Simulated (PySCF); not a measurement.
Tl (SMILES [Tl]), doublet (core potentials on Tl); PySCF with R2SCAN/def2-SVP.

PySCF was given this input:
```python
from pyscf import gto, scf, dft

mol = gto.Mole()
mol.atom = '''
    Tl    0.00000000    0.00000000    0.00000000
'''
mol.basis = 'def2-svp'
mol.ecp = {'Tl': 'def2-svp'}
mol.spin = 1
mol.verbose = 4
mol.build()

mf = dft.ROKS(mol)
mf.xc = 'r2scan'
mf.kernel()
```

Predict the main parts of the log of this PySCF run.


```
PySCF version 2.14.0

[INPUT] verbose = 4
[INPUT] num. atoms = 1
[INPUT] num. electrons = 21
[INPUT] charge = 0
[INPUT] spin (= nelec alpha-beta = 2S) = 1
[INPUT] symmetry False subgroup None
[INPUT] Mole.unit = angstrom
[INPUT] Symbol           X                Y                Z      unit          X                Y                Z       unit  Magmom
[INPUT]  1 Tl     0.000000000000   0.000000000000   0.000000000000 AA    0.000000000000   0.000000000000   0.000000000000 Bohr   0.0

nuclear repulsion = 0
number of shells = 10
number of NR pGTOs = 61
number of NR cGTOs = 26
basis = def2-svp
ecp = {'Tl': 'def2-svp'}

******** <class 'pyscf.dft.roks.ROKS'> ********
method = ROKS
initial guess = minao
damping factor = 0
level_shift factor = 0
DIIS = <class 'pyscf.scf.diis.CDIIS'>
diis_start_cycle = 1
diis_space = 8
diis_damp = 0
SCF conv_tol = 1e-09
SCF conv_tol_grad = None
SCF max_cycles = 50
direct_scf = True
direct_scf_tol = 1e-13
num. doubly occ = 10  num. singly occ = 1
XC library pyscf.dft.libxc version 7.1.2
    S. Lehtola, C. Steigemann, M. J. T. Oliveira, and M. A. L. Marques,  SoftwareX 7, 1–5 (2018)
XC functionals = r2scan
    J. W. Furness, A. D. Kaplan, J. Ning, J. P. Perdew, and J. Sun,  J. Phys. Chem. Lett. 11, 8208–8215 (2020)
    J. W. Furness, A. D. Kaplan, J. Ning, J. P. Perdew, and J. Sun,  J. Phys. Chem. Lett. 11, 9248–9248 (2020)
    J. W. Furness, A. D. Kaplan, J. Ning, J. P. Perdew, and J. Sun,  J. Phys. Chem. Lett. 11, 8208–8215 (2020)
    J. W. Furness, A. D. Kaplan, J. Ning, J. P. Perdew, and J. Sun,  J. Phys. Chem. Lett. 11, 9248–9248 (2020)
radial grids:
    Treutler-Ahlrichs [JCP 102, 346 (1995); DOI:10.1063/1.469408] (M4) radial grids

becke partition: Becke, JCP 88, 2547 (1988); DOI:10.1063/1.454033
pruning grids: <function nwchem_prune>
grids dens level: 3
symmetrized grids: False
atomic radii adjust function: <function treutler_atomic_radii_adjust>
small_rho_cutoff = 0
Set gradient conv threshold to 3.16228e-05
tot grids = 22928
init E= -150.93153524703

WARN: HOMO -0.549106242428859 >= LUMO -0.549106242428876

cycle= 1 E= -172.173536882872  delta_E= -21.2  |g|= 1.24  |ddm|= 8.55

WARN: HOMO 0.0241006897127569 >= LUMO 0.0172947003526376

cycle= 2 E= -172.255501639522  delta_E= -0.082  |g|= 1.21  |ddm|=  3.2

WARN: HOMO -0.0657779561568379 >= LUMO -0.0721747991146312

cycle= 3 E= -172.572596685512  delta_E= -0.317  |g|= 0.0454  |ddm|= 1.26

WARN: HOMO -0.0684397562502912 >= LUMO -0.0704878041616357

cycle= 4 E= -172.573487974127  delta_E= -0.000891  |g|= 0.00667  |ddm|= 0.117

WARN: HOMO -0.07171928455322 >= LUMO -0.0737638586924699

cycle= 5 E= -172.573501644041  delta_E= -1.37e-05  |g|= 0.000177  |ddm|= 0.0109

WARN: HOMO -0.0718286964016543 >= LUMO -0.073854673550967

cycle= 6 E= -172.573501637856  delta_E= 6.19e-09  |g|= 8.28e-05  |ddm|= 0.00277

WARN: HOMO -0.0718328584147338 >= LUMO -0.0738581762620368

cycle= 7 E= -172.57350162656  delta_E= 1.13e-08  |g|= 8.68e-05  |ddm|= 0.00205

WARN: HOMO -0.0718322316819202 >= LUMO -0.0738642044778009

cycle= 8 E= -172.573501742392  delta_E= -1.16e-07  |g|= 7.48e-05  |ddm|= 0.0222

WARN: HOMO -0.0718314682987735 >= LUMO -0.0738635496426397

cycle= 9 E= -172.573501720018  delta_E= 2.24e-08  |g|= 7.38e-05  |ddm|= 0.0046

WARN: HOMO -0.0718326612469734 >= LUMO -0.0738662059969108

cycle= 10 E= -172.57350162903  delta_E= 9.1e-08  |g|= 8.56e-05  |ddm|= 0.0176

WARN: HOMO -0.0718279133748557 >= LUMO -0.0738716071075457

cycle= 11 E= -172.573501600925  delta_E= 2.81e-08  |g|= 0.000136  |ddm|= 0.00525

WARN: HOMO -0.0718330564879091 >= LUMO -0.0738671419955338

cycle= 12 E= -172.573501757208  delta_E= -1.56e-07  |g|= 6.12e-05  |ddm|= 0.0341

WARN: HOMO -0.0718334196966833 >= LUMO -0.0738674677334739

cycle= 13 E= -172.573501766786  delta_E= -9.58e-09  |g|= 5.95e-05  |ddm|= 0.00216

WARN: HOMO -0.0718335127036767 >= LUMO -0.0738675558884743

cycle= 14 E= -172.573501757202  delta_E= 9.58e-09  |g|= 6.18e-05  |ddm|= 0.00266

WARN: HOMO -0.0718306342656871 >= LUMO -0.0738694478787139

cycle= 15 E= -172.573501749234  delta_E= 7.97e-09  |g|= 9.92e-05  |ddm|= 0.00235

WARN: HOMO -0.071833362627241 >= LUMO -0.0738636831167147

cycle= 16 E= -172.573501775753  delta_E= -2.65e-08  |g|= 4.48e-05  |ddm|= 0.00407

WARN: HOMO -0.0718335745340469 >= LUMO -0.0738637269618957

cycle= 17 E= -172.57350179242  delta_E= -1.67e-08  |g|= 3.46e-05  |ddm|= 0.00398

WARN: HOMO -0.071832988297954 >= LUMO -0.0738653053874662

cycle= 18 E= -172.573501797393  delta_E= -4.97e-09  |g|= 3.92e-05  |ddm|= 0.00604

WARN: HOMO -0.0718331764520716 >= LUMO -0.0738649935931373

cycle= 19 E= -172.573501835787  delta_E= -3.84e-08  |g|= 2.78e-05  |ddm|= 0.0176

WARN: HOMO -0.0718342985346198 >= LUMO -0.0738633984893866

cycle= 20 E= -172.573501830494  delta_E= 5.29e-09  |g|= 3.3e-05  |ddm|= 0.0113

WARN: HOMO -0.0718345074125264 >= LUMO -0.0738632273909735

cycle= 21 E= -172.573501841799  delta_E= -1.13e-08  |g|= 2.49e-05  |ddm|= 0.00445

WARN: HOMO -0.0718351048041183 >= LUMO -0.0738621803597554

cycle= 22 E= -172.573501848972  delta_E= -7.17e-09  |g|= 1.89e-05  |ddm|= 0.00395

WARN: HOMO -0.0718346816960188 >= LUMO -0.0738643236598895

cycle= 23 E= -172.573501801897  delta_E= 4.71e-08  |g|= 3.33e-05  |ddm|= 0.0252

WARN: HOMO -0.071835353363792 >= LUMO -0.0738637228838011

cycle= 24 E= -172.573501863841  delta_E= -6.19e-08  |g|= 2.56e-05  |ddm|= 0.0355

WARN: HOMO -0.071835955257082 >= LUMO -0.0738615578272253

cycle= 25 E= -172.57350186103  delta_E= 2.81e-09  |g|= 1.37e-05  |ddm|= 0.00387

WARN: HOMO -0.0718358964139279 >= LUMO -0.0738621473754763

cycle= 26 E= -172.573501867368  delta_E= -6.34e-09  |g|= 2.39e-05  |ddm|= 0.00578

WARN: HOMO -0.0718381115483497 >= LUMO -0.0738609501219998

cycle= 27 E= -172.573501848934  delta_E= 1.84e-08  |g|= 3.54e-05  |ddm|= 0.0113

WARN: HOMO -0.0718377283538659 >= LUMO -0.073858990221793

cycle= 28 E= -172.573501871162  delta_E= -2.22e-08  |g|= 1.17e-05  |ddm|= 0.017

WARN: HOMO -0.0718379430541405 >= LUMO -0.0738592055221991

cycle= 29 E= -172.573501865977  delta_E= 5.19e-09  |g|= 2.66e-05  |ddm|= 0.00744

WARN: HOMO -0.07183789272988 >= LUMO -0.0738591325409275

cycle= 30 E= -172.573501867395  delta_E= -1.42e-09  |g|= 2.32e-05  |ddm|= 0.00142

WARN: HOMO -0.0718377403967579 >= LUMO -0.0738593847772426

cycle= 31 E= -172.57350187054  delta_E= -3.14e-09  |g|= 9.04e-06  |ddm|= 0.0124

WARN: HOMO -0.0718376285572288 >= LUMO -0.0738594614070694

cycle= 32 E= -172.573501870779  delta_E= -2.4e-10  |g|= 6.33e-06  |ddm|= 0.000728

WARN: HOMO -0.0718364838106531 >= LUMO -0.073858563348963

Extra cycle  E= -172.573501870762  delta_E= 1.74e-11  |g|= 4.55e-06  |ddm|= 0.00012
converged SCF energy = -172.573501870762
```
